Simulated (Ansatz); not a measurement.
Ru5⁺. Charge 1, multiplicity 2. Geometry PBE-D4/def2-SVP; atoms count from 1.

Cartesian coordinates in Å:
```
Ru 0.247 1.284 -0.808
Ru 0.976 -1.111 -0.736
Ru -1.261 -0.716 -0.792
Ru 1.137 0.074 1.196
Ru -1.100 0.469 1.140
```

In the def2 sets Ru takes a core potential; there is no spin–orbit coupling. The charge 1 doublet is spin-contaminated (final ⟨S²⟩ up to 2.95, 0.75 for a pure state). At PBE0-D4/def2-TZVP a sextet of charge 1 lies 0.06 eV below the doublet, each at its own geometry. The structure comes from a short search, and lower isomers may exist.

Q: Estimate the Mulliken populations from the PBE0/def2-TZVP orbitals of Ansatz.

A: 
```json
{"atom": "Ru1", "charge (e)": "0.10", "spin (α − β)": "-0.23", "d electrons": "7.01"}
{"atom": "Ru2", "charge (e)": "0.21", "spin (α − β)": "0.45", "d electrons": "7.03"}
{"atom": "Ru3", "charge (e)": "0.25", "spin (α − β)": "-1.65", "d electrons": "6.92"}
{"atom": "Ru4", "charge (e)": "0.22", "spin (α − β)": "1.98", "d electrons": "6.88"}
{"atom": "Ru5", "charge (e)": "0.21", "spin (α − β)": "0.45", "d electrons": "7.03"}
```
Mulliken values depend strongly on the basis.

Q: Where does the spin sit?

A: Summed by element: Ru 1.00, of 1 unpaired in all. Largest on single atoms: Ru4 1.98, Ru3 -1.65, Ru2 0.45.

Q: And the Mayer bond orders between heavy atoms (over 0.3)?

A: Ru1–Ru2 1.04 (2.50 Å); Ru1–Ru3 1.00 (2.50 Å); Ru1–Ru4 0.95 (2.50 Å); Ru1–Ru5 1.04 (2.50 Å); Ru2–Ru3 1.49 (2.27 Å); Ru2–Ru4 1.62 (2.27 Å); Ru3–Ru5 1.49 (2.27 Å); Ru4–Ru5 1.62 (2.27 Å).
